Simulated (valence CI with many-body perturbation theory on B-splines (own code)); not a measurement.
Results of a calculation; reference values are marked as such.
**Sm²⁹⁺: what the settings do**

Method: relativistic CI+MBPT: five valence electrons over a frozen Dirac-Fock core [Ar] 3d10, radial functions for each j: 6 s, 6 p, 5 d, 3 f, 1 g, with the one-electron correlation potential Σ1 (screened to all orders), the two-electron term Σ2, the three-electron term Σ3, Breit, model QED; selected single and double excitations, second order for the rest, scaled by the run's own slope (own B-spline code, finite nucleus).

The last digits are not significant, and no measured levels were compared; by estimate large intervals hold to a few tenths of a per cent, small ones and those within an open d or f shell to about a per cent. Among the levels kept, up to 410 cm⁻¹ of a level comes from second order outside the variational space, and about a tenth of that is noise between levels of different J, which matters for small intervals.

The reference run has the lowest level (4s^2 4p1/2^2 4p3/2) J=3/2 and an ionisation energy of 1103.83 eV. Its largest variational space holds 10000 state functions.

Levels are named by their leading jj configuration (3d3/2^4 stands for four electrons in 3d with j = 3/2), which in mixed levels can hold well under half, so a name can repeat and another be missing. Letters in brackets count levels of one name in rising energy.

Changed runs:
A. Breit term on → off
B. core polarisation of operators on → off
C. correlating orbitals by l 3 3 3 2 1 → 1 3 4 2 3
D. scale of Σ1 1 → 3 (bad on purpose)

Excitation energies of the reference run in cm⁻¹, and shifts in cm⁻¹:

| Level | Reference | A | B | C | D |
| --- | --- | --- | --- | --- | --- |
| (4s^2 4p1/2 4p3/2^2) J=3/2 | 255987 | +3519 | 0 | +15 | +2508 |
| (4s^2 4p1/2 4p3/2^2) J=5/2 | 289339 | +3748 | 0 | -1.6 | +2549 |
| (4s^2 4p1/2 4p3/2^2) J=1/2 | 331417 | +3494 | 0 | -12 | +2584 |
| (4s^2 4p3/2^3) J=3/2 | 592406 | +7105 | 0 | -0.4 | +5114 |
| (4s 4p1/2^2 4p3/2^2) J=5/2 | 799130 | +663 | 0 | -17 | +1539 |
| (4s 4p1/2^2 4p3/2^2) J=3/2 | 866343 | +1211 | 0 | -18 | -50 |
| (4s 4p1/2^2 4p3/2^2) J=1/2 | 897006 | +629 | 0 | -36 | +1818 |
| (4s^2 4p1/2^2 4d3/2) J=3/2 | 944097 | +1571 | 0 | -36 | -119 |
| (4s^2 4p1/2^2 4d5/2) J=5/2 | 1006600 | +3547 | 0 | -30 | -876 |
| (4s 4p1/2 4p3/2^3) J=3/2 [a] | 1080000 | +4059 | 0 | -11 | +3636 |
| (4s 4p1/2 4p3/2^3) J=5/2 | 1119650 | +4614 | 0 | -18 | +3332 |
| (4s^2 4p1/2 4p3/2 4d3/2) J=3/2 [a] | 1141410 | +5169 | 0 | -4.9 | +1376 |
| Ionisation energy (eV) | 1103.83 | +0.65 | 0 | +0.0047 | +2.82 |

No effect on these energies: B.
